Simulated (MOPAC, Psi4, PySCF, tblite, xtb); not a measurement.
Dimer H2O ··· HBr (SMILES O and Br) at R = 3.26 Å between the centres of mass, closest contact 1.80 Å (lowest of the rigid-body minima from ten starts at GFN2-xTB). Geometry in Å and degrees:

```
O
H 1 0.9627
H 1 0.9627 2 105.25
H 1 1.8000 2 120.71 3 -139.98
Br 4 1.4248 1 174.03 2 69.23
```

Methods: GFN2-xTB (tblite); SAPT0/jun-cc-pVDZ, frozen core (Psi4); B3LYP/def2-TZVP, counterpoise-corrected (Psi4); B3LYP-D3(BJ)/def2-TZVP, counterpoise-corrected (Psi4); PBE/def2-TZVP, counterpoise-corrected (Psi4); PBE-D3(BJ)/def2-TZVP, counterpoise-corrected (Psi4); wB97X-V/def2-TZVP, counterpoise-corrected (Psi4); HF/aug-cc-pVTZ, counterpoise-corrected (Psi4); MP2/aug-cc-pVTZ = DF-MP2/aug-cc-pVTZ, frozen core, counterpoise-corrected in Psi4; SCS-MP2/aug-cc-pVTZ = Psi4 with DF-SCS-MP2/aug-cc-pVTZ, frozen core, counterpoise-corrected; PM6, restricted, heats of formation (MOPAC); PM3, restricted, heats of formation (MOPAC); GFN1-xTB (xtb); RKS-B3LYP/6-31G* = PySCF with restricted B3LYP/6-31G*, spherical d, no counterpoise correction; RMP2/6-31G* = PySCF with restricted MP2 (frozen core)/6-31G*, spherical d, no counterpoise correction; RHF/LANL2DZ = PySCF 2.14.0 with restricted Hartree-Fock/LANL2DZ, with its core potentials past Ne, no counterpoise correction; RKS-LDA (SVWN5)/6-31G* = restricted LDA (SVWN5)/6-31G*, spherical d, no counterpoise correction (PySCF).

**Question.** What interaction energy does each level give?

**Answer.** 
| method | E_int / kcal/mol |
|---|---|
| RKS-LDA (SVWN5)/6-31G* | -12.91 |
| GFN2-xTB | -7.37 |
| RKS-B3LYP/6-31G* | -7.20 |
| RMP2/6-31G* | -6.64 |
| PM3 | -6.23 |
| PBE-D3(BJ)/def2-TZVP | -5.82 |
| PM6 | -5.46 |
| RHF/LANL2DZ | -5.46 |
| PBE/def2-TZVP | -5.21 |
| B3LYP-D3(BJ)/def2-TZVP | -5.10 |
| wB97X-V/def2-TZVP | -4.78 |
| SAPT0/jun-cc-pVDZ | -4.55 |
| MP2/aug-cc-pVTZ | -4.37 |
| B3LYP/def2-TZVP | -4.09 |
| SCS-MP2/aug-cc-pVTZ | -3.29 |
| HF/aug-cc-pVTZ | -1.59 |
| GFN1-xTB | -0.64 |
